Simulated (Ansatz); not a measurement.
Job for Ansatz (an electronic-structure program): R-wB97M-V/def2-TZVPP on H2OTe (SMILES O[TeH]), atoms moved off the minimum. Elements past Kr take the def2 small-core potentials; no spin–orbit coupling.

Ansatz 0.2 input:
```yaml
crystal:
  periodic: [false, false, false]
  atoms:
    - {symbol: Te, position_ang: [-0.19126810, -0.08139359, 0.20516990]}
    - {symbol: H, position_ang: [-1.40771194, -0.38902349, -0.85974253]}
    - {symbol: O, position_ang: [1.24290283, 0.25586056, -1.12922340]}
    - {symbol: H, position_ang: [1.17896235, 1.14660857, -1.41723998]}
basis:
  gaussian:
    orbitals: def2-TZVPP
hamiltonian:
  xc: {name: wB97M-V}
scf: {lower_state_search: off}
output: {forces: true}
```

Q: Predict the final total energy.

A: -344.4091 hartree.
